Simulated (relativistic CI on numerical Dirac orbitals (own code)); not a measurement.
# Mo26+: sensitivity of the levels to the model

Base calculation: Dirac-Coulomb-Breit CI, orbitals from a KLI potential per configuration, model QED, unscaled Slater integrals.

CI space (outside the closed core [Ne]): 3s²3p⁴, 3s3p⁵, 3s²3p³3d, 3p⁶, 3s3p⁴3d, 3p⁵3d, 3s3p³3d², 3s²3p²3d4p, 3p⁵4s, 3s²3p³4s, 3s3p³3d4s, 3p⁵4p, 3s²3p³4p, 3s²3p³4d, 3s3p⁴4s, 3p⁴3d4p, 3s²3p³4f, 3s3p⁴4p, 3s3p⁴4d, 3s3p⁴4f, 3s²3p³5s, 3s²3p³5p, 3s²3p³5d, 3s²3p²4s4p, 3s²3p³5f, 3s²3p³5g, 3s3p³4s², 3s3p⁴5s, 3s3p⁴5p, 3s²3p²3d², 3s²3p3d³, 3s3p²3d³, 3s²3p3d²4s, 3s²3p3d²4p, 3s²3p3d²4d, 3p⁴3d², 3p³3d³, 3p³3d²4s, 3p³3d²4p, 3p³3d²4d, 3s²3p²3d4s, 3s3p²3d²4s, 3s²3p3d4s², 3s²3p3d4s4p, 3s²3p3d4s4d, 3p⁴3d4s, 3p³3d4s², 3p³3d4s4p, 3p³3d4s4d, 3s²3p²4s², 3s3p²3d4s², 3s²3p4s²4p, 3s²3p4s²4d, 3s²3p²4p², 3s²3p3d4p², 3s3p²3d4p², 3s²3p4s4p², 3s²3p4p³, 3s²3p4p²4d. Double excitations out of closed p, d and f shells are left out; levels of such configurations are missing from the list, as are those of other unlisted configurations, and high levels can miss mixing partners. These lack a partner that the ground configuration has and come out too high: 3s²3p³4f, 3s3p⁴4p, 3s3p⁴4d, 3s3p⁴4f, 3s²3p³5s.

Variants: (1) P86 correlation estimate; (2) Breit term removed; (3) QED terms removed. Shifts of the energy above 3s²3p⁴ ³P2, in cm⁻¹, for the lowest level and the first level of each name with at least 55 % of one term (blank where a level changes its place among those of its configuration and J or its character, or is not in the variant):

| Level | Base | Δ(1) | Δ(2) | Δ(3) |
| --- | --- | --- | --- | --- |
| 3s²3p⁴ ³P2 | 0 | 0 | 0 | 0 |
| 3s²3p⁴ ³P1 | 174961 | +6 | +2790 | -369 |
| 3s²3p⁴ ¹D2 | 218792 | +12 | +3278 | -359 |
| 3s3p⁵ ³P°2 | 766629 | +1788 | +786 | +3092 |
| 3s²3p³3d ⁵D°0 | 892286 | +1970 | +2285 | +637 |
| 3s²3p³3d ⁵D°1 | 928446 | +1947 | +2781 | +857 |
| 3s²3p³3d ⁵D°4 | 932233 | +1987 | +5193 | +253 |
| 3s3p⁵ ³P°0 | 957270 | +1817 | +2990 | +2402 |
| 3s²3p³3d ³D°1 | 1039571 | +1994 | +5247 | +139 |
| 3s²3p³3d ¹S°0 | 1052201 | +2001 | +5200 | +124 |
| 3s²3p³3d ³F°3 | 1064207 | +1992 | +6314 | +66 |
| 3s²3p³3d ³D°3 | 1081159 | +1993 | +6741 | +1 |
| 3s²3p³3d ³G°4 | 1094225 | +1987 | +7243 | -1 |
| 3s²3p³3d ³F°4 | 1114869 | +1991 | +6903 | +34 |

At this charge energies of transitions that change n are usually good to better than 1 %, and those within a shell (Δn = 0) to a few per cent.

Ionisation energy from the two ground configurations alone: base 1385.49 eV; P86 correlation estimate 1387.25 eV; Breit term removed 1386.25 eV. The NIST ASD value (semi-empirical) is 1385.1 eV.

LS names give the leading component of a level, which can be under half, so a name can repeat, a term be missing and a line seem to break the LS rules.
